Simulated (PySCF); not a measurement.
Compound: C₆H₁₃N₃Si.
SMILES with atom numbers: `[CH3:1][c:2]1[n:3][cH:4][n:5][n:6]1[Si:7]([CH3:8])([CH3:9])[CH3:10]`

Cartesian coordinates in Å at the GFN2-xTB level; atoms count from 1:
```xyz
23
C6H13N3Si angstrom
C      2.0915   -1.4689    0.0652
C      1.9138   -0.0006    0.1047
N      2.8850    0.8770    0.1955
C      2.2401    2.0636    0.1883
N      0.9428    1.9601    0.0987
N      0.7133    0.6265    0.0420
Si    -0.9691    0.0602   -0.0539
C     -2.0009    1.6176   -0.3695
C     -1.3922   -0.7575    1.6148
C     -1.1007   -1.1844   -1.4913
H      1.4219   -1.9541    0.7715
H      3.1221   -1.7016    0.3172
H      1.8784   -1.8478   -0.9331
H      2.7490    3.0038    0.2505
H     -1.8632    2.3404    0.4281
H     -1.7051    2.1016   -1.2949
H     -3.0583    1.3815   -0.4355
H     -2.4317   -1.0689    1.6367
H     -0.7863   -1.6371    1.8124
H     -1.2390   -0.0647    2.4373
H     -0.6361   -0.8004   -2.3949
H     -0.6369   -2.1381   -1.2595
H     -2.1432   -1.3812   -1.7204
```

NICS is the negative of the GIAO shielding at a point without a nucleus: at the ring centre (0) and 1 Å above and below it (1); zz is the component along the ring normal. Level: GIAO PBE0/pcSseg-1 (PySCF, non-relativistic, gas phase) on the GFN2-xTB geometry, one conformer.

Ring bond lengths (Å), with Mayer bond orders in brackets: C2–N3 1.312 (1.57), N3–C4 1.351 (1.36), C4–N5 1.305 (1.62), N5–N6 1.354 (1.15), N6–C2 1.356 (1.15).

**Question.** What do the NICS probes read (ppm)?

**Answer.** 
| ring | type | NICS(0) | NICS(1), two faces | NICS(1)zz, two faces | rms pucker (Å) | centre to ring atoms, mean (Å) |
| --- | --- | --- | --- | --- | --- | --- |
| C2–N3–C4–N5–N6 | 5-membered ring with 3 N; formal bonds all aromatic | -11.5 | -11.7 / -11.7 | -30.3 / -30.3 | 0.00 | 1.14 |

**Question.** What do they say, and how far can they be read as aromaticity?

**Answer.** 
- C2–N3–C4–N5–N6: mean NICS(1)zz -30.3 ppm, shielded, aromatic by this magnetic criterion (flat ring, no four-coordinate atom).

**Question.** What does the geometric index give? HOMA = 1 − mean of α(R − Ropt)² over the ring bonds, with Krygowski's 1993 parameters (CN: Ropt 1.334 Å, α 93.52 Å⁻²; NN: Ropt 1.309 Å, α 130.33 Å⁻²).

**Answer.** 
- C2–N3–C4–N5–N6: HOMA 0.91; the largest term is that of N5–N6, α(R − Ropt)² = 0.27. The geometric and the magnetic index point the same way.

**Question.** At the second NICS(1) probe listed for ring C2–N3–C4–N5–N6, 1 Å off the ring, how large is the induced field along the normal in 1 T applied along it?

**Answer.** NICSzz × B0 = -30.3 ppm × 1 T = -30 μT, against the applied field.

**Question.** What are the shieldings of the ring atoms and their hydrogens in the same run (means over atoms taken as equivalent)?

**Answer.** 
| atoms | environment | σ isotropic (ppm) | principal values of the symmetric part, first atom (ppm) |
| --- | --- | --- | --- |
| C2 | substituted aromatic carbon | 24.5 | -46.3, 10.9, 109.0 |
| N3 | pyridine-type nitrogen | -30.2 | -188.4, -100.3, 198.1 |
| C4 | aromatic CH next to a ring nitrogen | 30.0 | -57.0, 41.8, 105.2 |
| N5 | pyridine-type nitrogen | -74.6 | -291.9, -80.2, 148.3 |
| N6 | pyrrole-type nitrogen | 26.2 | -74.2, 15.5, 137.4 |
| H14 | aromatic hydrogen | 23.92 | 20.9, 24.7, 26.2 |
